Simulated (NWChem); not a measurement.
Molecule: C₂H₅GaO; SMILES [GaH]([OH])[CH]=C

```xyz
9

Ga    -0.3871    -0.5205     0.0000
H     -1.5684    -1.5386     0.0000
C     -0.4642     1.4324     0.0000
C      0.6337     2.2002     0.0000
H     -1.4376     1.9402     0.0000
H      0.5884     3.2966     0.0000
H      1.6454     1.7754     0.0000
O      1.2217    -1.3027     0.0000
H      1.9801    -0.7110     0.0000
```
Atoms are numbered in this order, from 1.

Geometry: optimised at PBE0/def2-SVP.

Symmetry labels are those of Cs in the frame above (b1 and b2, or b-type labels, depend on it).

Task: List the 4 lowest vertical singlet excitations from B3LYP/def2-SVPD, TDA (NWChem).

Result: 
```csv
state,energy (eV),oscillator strength,symmetry,leading excitation (squared amplitude)
S1,5.09,0.000,a",HOMO → LUMO (0.99)
S2,5.92,0.090,a',HOMO−1 → LUMO (0.74)
S3,6.24,0.007,a",HOMO−3 → LUMO (0.99)
S4,6.39,0.116,a',HOMO−2 → LUMO (0.73)
```
